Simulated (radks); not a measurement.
Values are calculated unless marked as measured or tabulated.
Isoelectronic series with 17 electrons, all held in the configuration [Ne] 3s2 3p5, which need not be the ground one along the series. Level of theory: non-relativistic Kohn-Sham, r2SCAN, spin-unpolarised, spherical densities, point nucleus; meta-GGA in the generalised Kohn-Sham scheme (a radial shooting solver on a logarithmic mesh with Libxc functionals). Total energies (hartree) and orbital eigenvalues (eV):

| ion | E (hartree) | 3p | 3s |
|---|---|---|---|
| Cl | -460.10805 | -8.9316 | -21.4385 |
| Ar+ | -526.91066 | -22.5665 | -37.5950 |
| K2+ | -598.53680 | -39.7391 | -57.3117 |
| Ca3+ | -674.97300 | -60.2545 | -80.3787 |
| Sc4+ | -756.21101 | -84.0122 | -106.6906 |
| Ti5+ | -842.24532 | -110.9524 | -136.1854 |
| V6+ | -933.07205 | -141.0363 | -168.8235 |
| Cr7+ | -1028.68839 | -174.2371 | -204.5777 |
| Mn8+ | -1129.09222 | -210.5358 | -243.4288 |
| Fe9+ | -1234.28191 | -249.9183 | -285.3627 |
| Ni11+ | -1459.01405 | -337.8944 | -378.4386 |
| Cu12+ | -1578.55466 | -386.4734 | -429.5661 |
| Zn13+ | -1702.87735 | -438.1056 | -483.7459 |
| Ga14+ | -1831.98159 | -492.7868 | -540.9740 |
| Ge15+ | -1965.86690 | -550.5138 | -601.2470 |
| As16+ | -2104.53289 | -611.2835 | -664.5621 |

Estimate the row of Co10+.

Answer. E (hartree) -1344.25619; 3p -292.3739; 3s -330.3687.
